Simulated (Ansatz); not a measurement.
`O[SiH2][InH][F]` + H₂ → `[F][InH2]` + `O[SiH3]`  (hydrogenolysis of the In–Si bond)

Isolated molecules relaxed with PBE0-D4/def2-TZVP in Ansatz; ΔE leaves out vibrations. CCSD(T)/CBS is the MP2 limit (def2-TZVPP, def2-QZVPP) plus CCSD(T) − MP2 in def2-TZVPP, frozen cores. This one scheme is used for every species. DFT in def2-TZVPP. B3LYP here is the variant with VWN-RPA as its local correlation; programs differ in this. def2 core potentials past Kr. For In outer-core shells are correlated without core-valence functions, which leaves a few kJ/mol of doubt a bond. Each species was taken in one conformer, which may not be the lowest.

```json
{"level": "revPBE-D4", "ΔE (kJ/mol)": "31.5"}
{"level": "B3LYP-D4", "ΔE (kJ/mol)": "19.3"}
{"level": "CAM-B3LYP-D4", "ΔE (kJ/mol)": "9.5"}
{"level": "ωB97M-V", "ΔE (kJ/mol)": "13.5"}
{"level": "BLYP", "ΔE (kJ/mol)": "16.7"}
{"level": "HF/def2-SVP", "ΔE (kJ/mol)": "-23.9"}
{"level": "CCSD(T)/def2-SVP", "ΔE (kJ/mol)": "3.8"}
{"level": "MP2/def2-TZVPP", "ΔE (kJ/mol)": "16.7"}
```

Question: What does CCSD(T)/CBS give? (Estimate.)

Answer: The calculation gave: +17.2 kJ/mol. The listed levels differ from it by 14.3, 2.1, -7.7, -3.7, -0.5, -41.1, -13.4, -0.5 kJ/mol.

Largest T1 diagnostic among the species: 0.016.

From BLYP to BHLYP (50 % exact exchange), in def2-TZVPP and without D4, ΔE moves by −17.9 kJ/mol. At CCSD(T), def2-SVP lies −13.5 kJ/mol from the extrapolated value and def2-TZVPP −6.7 kJ/mol. The D4 term adds +9.2 kJ/mol with B3LYP and +4.9 kJ/mol with PBE0; it sums over pairs of atoms, weighted by their polarisabilities, and B3LYP, whose exchange is more repulsive, gets the larger term.

CCSD(T)/CBS has its own doubt, a few kJ/mol and more with outer-core shells, so smaller differences from it don't rank the levels.
